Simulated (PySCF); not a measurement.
`FC/C=C/CB(F)F`, C$_{4}$H$_{6}$BF$_{3}$

Geometry (Å), atoms numbered from 1 in this order:
```xyz
14

F     2.8550    1.0204   -1.1374
C     2.3874    0.3486   -0.0281
C     1.0578   -0.2690   -0.3171
C    -0.0175   -0.0937    0.4321
C    -1.3557   -0.7055    0.1423
B    -2.4902    0.3738   -0.0999
F    -2.5423    1.5233    0.5368
F    -3.4835    0.1804   -0.9412
H     3.1406   -0.4165    0.1994
H     2.3329    1.0776    0.7858
H     1.0231   -0.8762   -1.2111
H     0.0281    0.5296    1.3151
H    -1.2840   -1.3854   -0.7072
H    -1.6523   -1.3077    1.0084
```

Level of theory: GIAO HF/pcSseg-1 magnetisability, rotational g tensor and spin-rotation constants, non-relativistic, gas phase (PySCF 2.14.0). Geometry: GFN2-xTB.

(1) Give the nuclear spin-rotation constants along the inertial axes (H = +C I·J) beside the isotropic shieldings.

(2) How do the rotational constants and the g tensor change when H9, H10, H11, H12, H13, H14 are replaced by deuterium?

## Answers

(1) Rotational constants 4.5274, 0.6990, 0.6834 GHz. A star marks the isotopologue with that one atom substituted, in its own axes.
```csv
atom,isotope,Caa (kHz),Cbb (kHz),Ccc (kHz),mean (kHz),σ (ppm)
F1,19F,-0.009,0.163,0.227,0.127,439.5
B6,11B,0.948,0.160,0.156,0.421,87.0
F7,19F,5.953,0.542,0.687,2.394,291.2
F8,19F,3.299,1.193,0.510,1.667,286.3
H9,1H,-0.084,-0.020,-0.064,-0.056,27.2
H10,1H,-0.433,-0.009,-0.024,-0.155,27.4
H11,1H,-0.466,-0.026,0.011,-0.160,26.1
H12,1H,-0.453,-0.027,0.008,-0.157,26.1
H13,1H,-0.500,-0.030,-0.032,-0.187,30.2
H14,1H,-0.438,-0.055,-0.022,-0.172,30.4
C2,13C*,1.088,0.164,0.127,0.460,114.9
C3,13C*,1.473,0.205,0.212,0.630,58.3
C4,13C*,1.568,0.185,0.218,0.657,57.8
C5,13C*,0.557,0.094,0.092,0.248,175.3
```
For the geometry as given, no vibrational averaging.

(2) Constants 3.9890, 0.6698, 0.6537 GHz; g -0.0295, -0.0080, -0.0076, against -0.0329, -0.0081, -0.0082 before.
